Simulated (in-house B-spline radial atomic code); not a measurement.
# TDHF excitations of neutral cadmium

Method: TDHF. Computed with a B-spline radial code for spherical atoms: linear response of the closed shell [Kr] 4d10 5s2 with bare exchange (time-dependent Hartree-Fock); scalar-relativistic (spin-free one-electron X2C), finite nucleus, no spin-orbit coupling, no double excitations, S, P, D and F terms only; shells from n = 3 respond. Only terms of natural parity with L up to 3 were computed.

Command:
```bash
python run_td.py task.json out
```
Settings (radii: box in bohr, nucleus in fm):
```
Z                        48
electrons                48
configuration            [Kr] 4d10 5s2
hamiltonian              x2c
method                   hf
box_radius               75
rms_radius               4.6087
intervals                77
```

Run time, properties included: 4.3 s on 1 thread of Arm Neoverse N1 (shared host).

The lowest states, in the order of their Tamm-Dancoff energies; the method's threshold (minus the highest occupied level) is 7.653 eV. Labels give the largest channel, * marks a mixed state, and oscillator strengths are full-response dipole values. Measured ¹D terms are left out, since they can mix with doubly excited terms. Energies in eV:

| state | full response | Tamm-Dancoff | oscillator strength | measured (J-weighted term) |
| --- | --- | --- | --- | --- |
| 5s → 5p 3P | 1.984 | 2.603 | - | 3.874 |
| 5s → 5p 1P | 4.520 | 4.673 | 1.5 | 5.417 |
| 5s → 6s 3S | 5.073 | 5.098 | - | 6.383 |
| 5s → 6s 1S | 5.494 | 5.508 | - | 6.610 |
| 5s → 6p 3P | 5.954 | 5.977 | - | - |
| 5s → 5d 3D | 6.089 | 6.091 | - | 7.378 |
| 5s → 5d 1D | ? | ? | - | - |
| 5s → 6p 1P | ? | ? | ? | - |
| 5s → 7s 3S | 6.438 | 6.443 | - | - |
| 5s → 7s 1S | 6.552 | 6.557 | - | - |

Question: Where does 5s → 5d 1D lie?

Answer: At 6.177 eV in full response, 6.179 eV in Tamm-Dancoff.

Question: Where does 5s → 6p 1P lie?

Answer: At 6.185 eV in full response, 6.218 eV in Tamm-Dancoff, oscillator strength 0.087.

Question: How large is the singlet-triplet splitting of 5s → 5p (P terms) in Tamm-Dancoff?

Answer: 2.07 eV, from the unrounded values.

Question: What polarisabilities and dispersion coefficient does the method give?

Answer: Dipole 63.79 bohr³, quadrupole 600.9 bohr⁵, C6 615.7 hartree·bohr⁶ for two such species. Recommended dipole value: 46 ± 2 bohr³ (Schwerdtfeger and Nagle, table of static dipole polarizabilities (2023 update)), which includes relativity and correlation.
